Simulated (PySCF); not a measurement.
## Electron correlation in Sr²⁺ (strontium, charge +2)

[Kr], closed-shell 1S. Calculation: PySCF 2.14, in x2c-TZVPPall (8s6p6d2f1g, 79 functions); the spin-free X2C one-electron Hamiltonian (Gaussian nucleus). Frozen: [Ar] 3d10; 8 electrons correlated.

| level | correlation energy (mhartree) |
| --- | --- |
| CCSD | -185.62 |
| (T) | -4.09 |
| CCSD(T) | -189.71 |

Diagnostics: T1 = 0.0014, D1 = 0.0020, largest double amplitude 0.022.

Cost of the coupled-cluster step: about 1.7 core-seconds, for 8 correlated electrons.

This basis was not built for core-valence correlation, so the inner-shell part is incomplete.
